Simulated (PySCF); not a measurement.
## Spinor energies of Hg²⁺ (mercury, charge +2)

Start: [Xe] 4f14 5d10. Calculated with PySCF 2.14 in x2c-TZVPall-2c: generalised Hartree-Fock with the X2C-1e Hamiltonian and a Gaussian nucleus; spin-orbit coupling (SO) screened by Boettger's factors. This is a chosen level, not necessarily the ground level.

| spinor shell | electrons | ε, screened SO (eV) | weight of nominal j (screened SO) | rms radius, screened SO (bohr) |
| --- | --- | --- | --- | --- |
| 1s1/2 | 2 | -83557.0 | 1.000 | 0.0187 |
| 2s1/2 | 2 | -14974.6 | 1.000 | 0.0755 |
| 2p1/2 | 2 | -14343.9 | 1.000 | 0.0639 |
| 2p3/2 | 4 | -12390.8 | 1.000 | 0.0720 |
| 3s1/2 | 2 | -3637.0 | 1.000 | 0.193 |
| 3p1/2 | 2 | -3354.1 | 1.000 | 0.184 |
| 3p3/2 | 4 | -2915.1 | 1.000 | 0.201 |
| 3d3/2 | 4 | -2452.1 | 1.000 | 0.176 |
| 3d5/2 | 6 | -2358.5 | 1.000 | 0.180 |
| 4s1/2 | 2 | -851.75 | 1.000 | 0.424 |
| 4p1/2 | 2 | -729.38 | 1.000 | 0.429 |
| 4p3/2 | 4 | -621.96 | 1.000 | 0.463 |
| 4d3/2 | 4 | -421.66 | 1.000 | 0.475 |
| 4d5/2 | 6 | -401.04 | 1.000 | 0.486 |
| 5s1/2 | 2 | -157.46 | 1.000 | 0.972 |
| 4f5/2 | 6 | -140.50 | 1.000 | 0.526 |
| 4f7/2 | 8 | -136.34 | 1.000 | 0.528 |
| 5p1/2 | 2 | -115.25 | 1.000 | 1.05 |
| 5p3/2 | 4 | -96.320 | 1.000 | 1.15 |
| 5d3/2 | 4 | -36.618 | 1.000 | 1.51 |
| 5d5/2 | 6 | -34.430 | 1.000 | 1.57 |

```csv
quantity,screened SO
E (hartree),-19638.72956
M_J,0
⟨J²⟩,0.000
⟨L²⟩,0.183
⟨S²⟩,0.183
```

Breit and QED terms are absent; they matter most for the inner s and p1/2 levels.

Densities and radii are taken from the X2C orbitals without a picture-change correction, which distorts them close to the nucleus.
